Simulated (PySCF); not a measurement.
## Correlation energy of Co (cobalt, neutral)

[Ar] 3d7 4s2, high-spin 4F determinant. Calculation: PySCF 2.14, in aug-cc-pVDZ; the non-relativistic Hamiltonian (point nucleus). Frozen: [Ar]; 9 electrons correlated.

```json
{"level": "CCSD", "correlation energy (mhartree)": "-221.05"}
{"level": "(T)", "correlation energy (mhartree)": "-6.66"}
{"level": "CCSD(T)", "correlation energy (mhartree)": "-227.71"}
```

Diagnostics: T1 = 0.022, D1 = 0.0646, largest double amplitude 0.062.

Problem. Is a single reference adequate?

Solution. Yes: T1 lies below 0.03 and no double amplitude reaches 0.07.
